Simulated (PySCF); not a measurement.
Bond stretch in CH4Se, SMILES C[SeH], singlet. The C1–Se5 bond (C1 also carries H, H, H; Se5 carries H) is varied alone, starting from the PBE0/def2-TZVP optimised geometry.

Levels of theory: RKS-CAM-B3LYP = restricted CAM-B3LYP/cc-pVDZ (PySCF); UHF/cc-pVDZ (PySCF); UKS-CAM-B3LYP = unrestricted CAM-B3LYP/cc-pVDZ (PySCF).

Magnitude of the dipole moment (D; its direction can reverse along the curve, and a method can change to another solution) and Mulliken charge of the fragment that holds C1:

```json
[
 {"R / Å": "1.56", "μ RKS-CAM-B3LYP": "1.58", "q RKS-CAM-B3LYP": "0.04", "μ UHF": "1.68", "q UHF": "0.04", "μ UKS-CAM-B3LYP": "1.58", "q UKS-CAM-B3LYP": "0.04"},
 {"R / Å": "1.66", "μ RKS-CAM-B3LYP": "1.48", "q RKS-CAM-B3LYP": "0.04", "μ UHF": "1.57", "q UHF": "0.03", "μ UKS-CAM-B3LYP": "1.48", "q UKS-CAM-B3LYP": "0.04"},
 {"R / Å": "1.73", "μ RKS-CAM-B3LYP": "1.43", "q RKS-CAM-B3LYP": "0.03", "μ UHF": "1.53", "q UHF": "0.02", "μ UKS-CAM-B3LYP": "1.43", "q UKS-CAM-B3LYP": "0.03"},
 {"R / Å": "1.81", "μ RKS-CAM-B3LYP": "1.38", "q RKS-CAM-B3LYP": "0.03", "μ UHF": "1.50", "q UHF": "0.02", "μ UKS-CAM-B3LYP": "1.38", "q UKS-CAM-B3LYP": "0.03"},
 {"R / Å": "1.88", "μ RKS-CAM-B3LYP": "1.36", "q RKS-CAM-B3LYP": "0.02", "μ UHF": "1.49", "q UHF": "0.02", "μ UKS-CAM-B3LYP": "1.36", "q UKS-CAM-B3LYP": "0.02"},
 {"R / Å": "1.95", "μ RKS-CAM-B3LYP": "1.36", "q RKS-CAM-B3LYP": "0.02", "μ UHF": "1.51", "q UHF": "0.02", "μ UKS-CAM-B3LYP": "1.36", "q UKS-CAM-B3LYP": "0.02"},
 {"R / Å": "1.98", "μ RKS-CAM-B3LYP": "1.36", "q RKS-CAM-B3LYP": "0.02", "μ UHF": "1.52", "q UHF": "0.02", "μ UKS-CAM-B3LYP": "1.36", "q UKS-CAM-B3LYP": "0.02"},
 {"R / Å": "2.06", "μ RKS-CAM-B3LYP": "1.37", "q RKS-CAM-B3LYP": "0.02", "μ UHF": "1.57", "q UHF": "0.03", "μ UKS-CAM-B3LYP": "1.37", "q UKS-CAM-B3LYP": "0.02"},
 {"R / Å": "2.17", "μ RKS-CAM-B3LYP": "1.41", "q RKS-CAM-B3LYP": "0.03", "μ UHF": "1.66", "q UHF": "0.04", "μ UKS-CAM-B3LYP": "1.41", "q UKS-CAM-B3LYP": "0.03"},
 {"R / Å": "2.24", "μ RKS-CAM-B3LYP": "1.45", "q RKS-CAM-B3LYP": "0.03", "μ UHF": "1.75", "q UHF": "0.05", "μ UKS-CAM-B3LYP": "1.45", "q UKS-CAM-B3LYP": "0.03"},
 {"R / Å": "2.45", "μ RKS-CAM-B3LYP": "1.61", "q RKS-CAM-B3LYP": "0.06", "μ UHF": "1.79", "q UHF": "0.07", "μ UKS-CAM-B3LYP": "1.61", "q UKS-CAM-B3LYP": "0.06"},
 {"R / Å": "2.61", "μ RKS-CAM-B3LYP": "1.76", "q RKS-CAM-B3LYP": "0.07", "μ UHF": "1.58", "q UHF": "0.05", "μ UKS-CAM-B3LYP": "1.76", "q UKS-CAM-B3LYP": "0.07"},
 {"R / Å": "2.88", "μ RKS-CAM-B3LYP": "2.06", "q RKS-CAM-B3LYP": "0.10", "μ UHF": "1.29", "q UHF": "0.03", "μ UKS-CAM-B3LYP": "1.76", "q UKS-CAM-B3LYP": "0.08"},
 {"R / Å": "3.21", "μ RKS-CAM-B3LYP": "2.43", "q RKS-CAM-B3LYP": "0.12", "μ UHF": "1.07", "q UHF": "0.02", "μ UKS-CAM-B3LYP": "1.48", "q UKS-CAM-B3LYP": "0.05"},
 {"R / Å": "3.52", "μ RKS-CAM-B3LYP": "2.76", "q RKS-CAM-B3LYP": "0.13", "μ UHF": "0.97", "q UHF": "0.01", "μ UKS-CAM-B3LYP": "1.22", "q UKS-CAM-B3LYP": "0.03"},
 {"R / Å": "3.92", "μ RKS-CAM-B3LYP": "3.15", "q RKS-CAM-B3LYP": "0.14", "μ UHF": "0.91", "q UHF": "0.00", "μ UKS-CAM-B3LYP": "1.01", "q UKS-CAM-B3LYP": "0.01"},
 {"R / Å": "4.33", "μ RKS-CAM-B3LYP": "3.52", "q RKS-CAM-B3LYP": "0.14", "μ UHF": "0.89", "q UHF": "0.00", "μ UKS-CAM-B3LYP": "0.91", "q UKS-CAM-B3LYP": "0.00"},
 {"R / Å": "4.76", "μ RKS-CAM-B3LYP": "3.85", "q RKS-CAM-B3LYP": "0.14", "μ UHF": "0.87", "q UHF": "0.00", "μ UKS-CAM-B3LYP": "0.87", "q UKS-CAM-B3LYP": "0.00"},
 {"R / Å": "5.33", "μ RKS-CAM-B3LYP": "4.23", "q RKS-CAM-B3LYP": "0.14", "μ UHF": "0.87", "q UHF": "0.00", "μ UKS-CAM-B3LYP": "0.85", "q UKS-CAM-B3LYP": "0.00"},
 {"R / Å": "5.85", "μ RKS-CAM-B3LYP": "4.55", "q RKS-CAM-B3LYP": "0.14", "μ UHF": "0.87", "q UHF": "0.00", "μ UKS-CAM-B3LYP": "0.85", "q UKS-CAM-B3LYP": "0.00"},
 {"R / Å": "6.86", "μ RKS-CAM-B3LYP": "5.12", "q RKS-CAM-B3LYP": "0.14", "μ UHF": "0.87", "q UHF": "0.00", "μ UKS-CAM-B3LYP": "0.84", "q UKS-CAM-B3LYP": "0.00"}
]
```

At the longest distance RKS-CAM-B3LYP leaves fractional charges on the fragments, a sign of delocalisation error or of the restricted form. The restricted form behind RKS-CAM-B3LYP keeps the bonding electrons paired and can't separate into open-shell fragments. The unrestricted determinant behind UHF is spin-contaminated at 2.45 to 6.86 Å (<S²> up to 1.0, against 0.00 for a pure singlet). The unrestricted determinant behind UKS-CAM-B3LYP is spin-contaminated at 2.88 to 6.86 Å (<S²> up to 1.0, against 0.00 for a pure singlet).
